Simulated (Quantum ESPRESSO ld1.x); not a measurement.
Mo II, 41 electrons, occupied as [Kr] 4d3 5s2 (not the ground configuration).

Method: scalar-relativistic Kohn-Sham, LDA (Slater exchange, Perdew-Zunger correlation), spin-polarised, spherical densities, point nucleus; open shells are filled with parallel spins first; computed with ld1.x of Quantum ESPRESSO 7.5.

Energy parts (eV):
total: -110044.95
kinetic: 113435.51
electron-nucleus: -264781.00
Hartree: 44532.44
exchange-correlation: -3231.89

Orbitals (lengths in bohr, moments of r in powers of bohr):
| orbital | occ. | eigenvalue (eV) | <1/r> |
|---|---|---|---|
| 1s up | 1 | -19808.986 | 43.50 |
| 1s down | 1 | -19808.983 | 43.50 |
| 2s up | 1 | -2810.830 | 9.792 |
| 2s down | 1 | -2810.475 | 9.793 |
| 2p up | 3 | -2516.176 | 9.528 |
| 2p down | 3 | -2515.900 | 9.528 |
| 3s up | 1 | -489.588 | 3.360 |
| 3s down | 1 | -489.333 | 3.361 |
| 3p up | 3 | -393.070 | 3.199 |
| 3p down | 3 | -392.793 | 3.199 |
| 3d up | 5 | -235.569 | 2.968 |
| 3d down | 5 | -235.194 | 2.969 |
| 4s up | 1 | -78.714 | 1.242 |
| 4s down | 1 | -76.934 | 1.247 |
| 4p up | 3 | -52.617 | 1.104 |
| 4p down | 3 | -50.723 | 1.109 |
| 4d up | 3 | -16.301 | 0.7837 |
| 4d down | 0 | -14.458 | 0.7723 |
| 5s up | 1 | -12.787 | 0.4355 |
| 5s down | 1 | -11.948 | 0.4184 |

The highest occupied level is 5s down at -11.948 eV. The configuration is held as typed, so some empty levels lie below it. The density falls to 0.001 e/bohr^3 at r = 4.49 bohr.
